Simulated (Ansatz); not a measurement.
Consider the ligand exchange at a B–C bond: `O=CB(F)F` + `CNC` → `CN(C)B(F)F` + `C=O`.

Gas-phase electronic energies from Ansatz, PBE0-D4/def2-TZVP geometries. CCSD(T)/CBS adds triple-zeta CCSD(T) − MP2 to the extrapolated MP2 energy (def2 sets, frozen cores). This one scheme is used for every species. Functionals use def2-TZVPP. B3LYP here is the variant with VWN-RPA as its local correlation; programs differ in this. HSE06 is defined as in plane-wave codes. One conformer a species, not always the lowest.

`O=CB(F)F`:

```xyz
6

O     0.474    1.638   -0.529
C     0.001    0.807    0.203
B    -0.004   -0.753   -0.183
F     0.513   -1.172   -1.308
F    -0.535   -1.628    0.642
H    -0.449    1.108    1.175
```

`CNC`:

Z-matrix (Å, degrees):
```
C
N 1 1.445
H 1 1.094 2 109.4
H 1 1.092 2 110.0 3 117.9
H 1 1.104 2 114.0 3 -120.2
C 2 1.445 1 112.8 3 65.3
H 2 1.011 1 109.8 3 -171.9
H 6 1.104 2 114.0 1 54.9
H 6 1.094 2 109.4 1 -65.3
H 6 1.092 2 110.0 1 176.8
```

`CN(C)B(F)F`:

Z-matrix (Å, degrees):
```
C
N 1 1.443
H 1 1.089 2 110.3
H 1 1.096 2 110.8 3 -120.2
H 1 1.096 2 110.8 3 120.2
C 2 1.443 1 114.7 3 -179.9
B 2 1.392 1 122.6 3 0.0
H 6 1.089 2 110.3 1 180.0
H 6 1.096 2 110.8 1 -59.8
H 6 1.096 2 110.8 1 59.8
F 7 1.333 2 121.6 1 -180.0
F 7 1.333 2 121.6 1 0.0
```

`C=O`:

```xyz
4

C    -0.001    0.003   -0.003
O     0.192   -0.820    0.842
H    -0.827   -0.090   -0.737
H     0.635    0.906   -0.101
```

| level | ΔE (kJ/mol) | difference from CCSD(T)/CBS |
| --- | --- | --- |
| LDA (SPW92) | -148.2 | -7.2 |
| B97M-V | -140.6 | 0.4 |
| r2SCANh-D4 | -143.9 | -2.9 |
| CAM-B3LYP-D4 | -144.5 | -3.5 |
| PBE | -132.4 | 8.6 |
| PBE0 | -137.8 | 3.2 |
| B3LYP | -137.4 | 3.6 |
| r2SCANh | -142.8 | -1.8 |
| r2SCAN0 | -144.7 | -3.7 |
| HSE06 | -137.8 | 3.2 |
| HF/def2-SVP | -150.6 | -9.6 |
| MP2/def2-SVP | -152.6 | -11.6 |
| CCSD/def2-SVP | -149.7 | -8.7 |
| SCS-MP2/def2-TZVPP | -142.0 | -1.0 |
| MP2/def2-QZVPP | -144.6 | -3.6 |
| MP2/CBS(def2) | -144.8 | -3.8 |
| CCSD(T)/CBS | -141.0 | 0 |

Largest T1 diagnostic among the species: 0.015.

From r2SCAN to r2SCAN0 (25 % exact exchange), in def2-TZVPP and without D4, ΔE moves by −3.1 kJ/mol. Leaving LDA and LC-ωPBE aside and taking each functional with its dispersion term where it has one, the values, not all of them listed here, spread over 13.9 kJ/mol, from BHLYP-D4 to revPBE-D4. LDA lies −15.8 kJ/mol from PBE without D4. The D4 term adds −4.9 kJ/mol with B3LYP and −2.8 kJ/mol with PBE0; it sums over pairs of atoms, weighted by their polarisabilities, and B3LYP, whose exchange is more repulsive, gets the larger term.
